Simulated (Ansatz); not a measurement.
C₂₀H₁₃F₆NO₄S₄⁻, that is S-phenylthianthrenium bistriflimide with one electron more. Total charge -1; doublet. Geometry PBE-D4/def2-SVP.

```xyz
48

O    -1.731   -2.496    0.400
S    -2.756   -1.542    0.877
O    -3.666   -1.921    1.981
N    -2.006   -0.100    1.064
S    -2.817    1.232    1.520
O    -4.223    1.313    1.060
O    -1.915    2.393    1.336
C    -2.971    1.106    3.416
F    -1.865    0.567    3.972
F    -4.027    0.366    3.771
F    -3.128    2.345    3.922
C    -3.908   -1.338   -0.641
F    -3.892   -2.493   -1.337
F    -5.168   -1.093   -0.265
F    -3.489   -0.354   -1.450
C     2.169    2.972    2.429
C     2.607    2.797    1.103
C     2.193    1.697    0.343
C     1.326    0.737    0.948
S     0.743   -0.646    0.077
C     2.252   -1.403   -0.676
C     3.463   -1.346    0.031
C     4.525   -2.192   -0.314
C     4.347   -3.154   -1.337
C     3.141   -3.224   -2.035
C     2.084   -2.329   -1.736
S     0.601   -2.463   -2.696
C    -0.150   -0.862   -2.588
C    -0.983   -0.458   -3.657
C    -1.599    0.795   -3.632
C    -1.408    1.663   -2.537
C    -0.621    1.256   -1.454
C     0.018    0.009   -1.492
C     0.863    0.914    2.278
C     1.285    2.022    3.006
H     2.492    3.850    3.007
H     3.276    3.544    0.645
H     2.519    1.566   -0.699
H     3.548   -0.643    0.875
H     5.484   -2.115    0.220
H     5.162   -3.849   -1.592
H     3.004   -3.961   -2.843
H    -1.123   -1.137   -4.513
H    -2.245    1.097   -4.471
H    -1.906    2.644   -2.505
H    -0.555    1.873   -0.544
H     0.149    0.194    2.700
H     0.901    2.167    4.027
```

Single mean-field runs in def2-SVP are fitted with def2-universal-jkfit. At PBE-D4/def2-SVP the highest occupied level of the relaxed charge -1 doublet lies above zero (up to 0.32 eV). By energy differences its removal costs 1.25 eV (each at its own geometry, to the charge 0 singlet, at PBE-D4/def2-SVP); self-interaction error and the lack of diffuse functions both raise the level.

(1) Estimate the α-spin orbital energies around the gap (eV) in Ansatz with PBE-D4/def2-SVP, PBE0-D4/def2-SVP.

Answers

(1) 
| orbital | PBE-D4/def2-SVP | PBE0-D4/def2-SVP |
| --- | --- | --- |
| HOMO−5 | -3.53 | -4.81 |
| HOMO−4 | -3.49 | -4.68 |
| HOMO−3 | -3.21 | -4.63 |
| HOMO−2 | -2.95 | -4.52 |
| HOMO−1 | -2.58 | -3.63 |
| HOMO | 0.32 | -0.22 |
| LUMO | 0.86 | 1.46 |
| LUMO+1 | 0.96 | 1.68 |
| LUMO+2 | 1.24 | 1.98 |
| LUMO+3 | 1.38 | 2.17 |
| LUMO+4 | 1.66 | 2.62 |
| LUMO+5 | 2.40 | 3.29 |
| β HOMO | -2.53 | -3.57 |
| β LUMO | 0.66 | 1.45 |
